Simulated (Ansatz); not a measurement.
**Two structures, one formula**

The two ends of one reaction step of SiNH₇F₂, closed shell (PBE0-D4/def2-TZVP).

A:

Si1  (-0.390, -1.226, 0.512)
H2  (1.056, -0.911, 0.873)
H3  (-0.290, -2.061, -0.707)
H4  (-0.892, -1.986, 1.680)
N5  (-1.373, 0.133, 0.240)
H6  (0.934, 1.603, -1.304)
F7  (0.171, 1.737, -1.830)
H8  (1.718, 0.299, 0.270)
F9  (2.069, 1.050, -0.181)
H10  (-1.785, 0.633, 1.009)
H11  (-1.217, 0.729, -0.561)
(Å)

B:

```tsv
atom	x (Å)	y (Å)	z (Å)
Si1	-0.8251	-0.9214	-0.7509
H2	1.5602	0.2741	2.3747
H3	-2.0245	-1.2792	-1.5343
H4	-0.0745	-2.0691	-0.2054
N5	-1.2581	0.1302	0.4955
H6	1.3666	0.8887	-1.2143
F7	0.1934	-0.2484	-1.8319
H8	1.7354	0.6083	1.7283
F9	1.9066	1.4127	-0.6654
H10	-0.6085	0.3740	1.2261
H11	-1.9717	0.8301	0.3777
```

Computed with Ansatz 0.2.0 (basis: def2-TZVPP); correlated methods freeze the cores. B3LYP uses VWN-RPA correlation.

Q: Which structure is lower at CCSD(T), and by how much? (Judge from chemistry; the value comes from the calculation.)

A: By the calculation: B, by 28.26 kcal/mol (electronic energy, against the other). By their contacts, A is a complex of SiNH₅ ([NH2][SiH3]) + HF + HF and B is a complex of SiNH₄F ([NH2][SiH2][F]) + HF + H₂.

All methods give the same order:

```
      method  E(B) − E(A) (kcal/mol)
       SPW92                  -21.35
      PBE-D4                  -24.71
     BLYP-D4                  -27.59
   r2SCAN-D4                  -28.08
      B97M-V                  -27.88
     PBE0-D4                  -25.49
    B3LYP-D4                  -27.92
  r2SCAN0-D4                  -27.98
    BHLYP-D4                  -29.10
CAM-B3LYP-D4                  -28.27
     wB97X-V                  -28.22
     wB97M-V                  -28.52
      B2PLYP                  -28.78
    PBE-QIDH                  -27.38
  RPA on PBE                  -28.43
          HF                  -31.94
         MP2                  -29.30
        CCSD                  -28.56
     CCSD(T)                  -28.26
```

The T1 diagnostic stays at or below 0.011.

Labels in which every atom is bracketed show which atoms are joined, not bond orders.

For scale, one of the runs: CCSD(T)/def2-TZVPP, 233 basis functions, launched by `ansatz run in.yaml --threads 4 --pin off --events-out ev --progress --plain --max-ram 9574MiB`. Hardware: 4 CPU threads of an Arm Neoverse V2, shared host. Wall time 110 s; peak host memory 4.3 GiB.
